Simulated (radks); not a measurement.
Neutral antimony, [Kr] 4d10 5s2 5p3. All-electron calculation, non-relativistic Kohn-Sham, r2SCAN, spin-polarised, spherical densities, point nucleus; meta-GGA in the generalised Kohn-Sham scheme. Program: a radial shooting solver on a logarithmic mesh with Libxc functionals. Every spin shell is full or empty, so the densities are truly spherical. Functionals are evaluated on that one density, not self-consistently. Rank these orbital-free kinetic functionals by their error against the exact value of the orbitals, and give that value: Thomas-Fermi, TF + vW, TF + vW/9, TF + vW/5, LC94, Thakkar, Pearson, LKT, PG1, DePristo-Kress, Ernzerhof.

Answer. Exact: 6313.61 hartree. From best to worst, with 100 (|E| - |E exact|)/|E exact| (equal figures are ties): DePristo-Kress -0.08, LC94 +0.08, Ernzerhof -0.38, Thakkar -0.56, TF + vW/9 -0.66, Pearson -0.90, TF + vW/5 +3.01, Thomas-Fermi -5.25, PG1 +14.98, LKT +19.07, TF + vW +36.05.
